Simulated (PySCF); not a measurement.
PySCF input for C₃H₈Si, SMILES C/C=C\[SiH3], PBE0/pcSseg-1. The structure is a stationary point at r2SCAN-D4/def2-SVP.

```python
import numpy as np
from pyscf import gto, scf, dft
from pyscf.prop.nmr import rks as nmr

mol = gto.M(
    atom='''
    C     0.73681946   -1.83948072    0.00000000
    C    -0.64306554   -1.26729720   -0.00000000
    C    -0.96281627    0.04115315   -0.00000000
    Si    0.25731951    1.46449164    0.00000000
    H     0.89448921   -2.48382430    0.88240048
    H     0.89448921   -2.48382430   -0.88240048
    H     1.51845945   -1.06399596   -0.00000001
    H    -1.45644908   -2.00904801   -0.00000000
    H    -2.03211694    0.29346844    0.00000000
    H     1.14609772    1.44298397    1.20476476
    H    -0.49916626    2.75212188   -0.00000001
    H     1.14609772    1.44298396   -1.20476476
    ''',
    basis='pcSseg-1',
    charge=0,
    spin=0,
    max_memory=1600,
    verbose=3,
)
mf = dft.RKS(mol, xc='pbe0')
mf.grids.level = 3
mf.conv_tol = 1e-10
mf.max_cycle = 100
mf.kernel()
n = nmr.NMR(mf)
n.verbose = 2
n.max_cycle_cphf = 60
sigma = n.kernel()
print('atom   isotropic/ppm   span/ppm')
for i, s in enumerate(sigma):
    w = np.linalg.eigvalsh((s + s.T) / 2)
    print(f'{mol.atom_symbol(i):2s}{i + 1:3d} {w.mean():14.3f} {w[2] - w[0]:11.3f}')
```

Program output:

```
converged SCF energy = -408.295269983171
atom   isotropic/ppm   span/ppm
C   1        161.429      32.770
C   2         24.441     264.633
C   3         60.695     215.989
Si  4        437.229      51.589
H   5         29.318       8.952
H   6         29.318       8.952
H   7         29.373       7.421
H   8         24.460       5.021
H   9         25.554       4.013
H  10         27.016       7.541
H  11         27.303       7.712
H  12         27.016       7.541
```

The run converged.
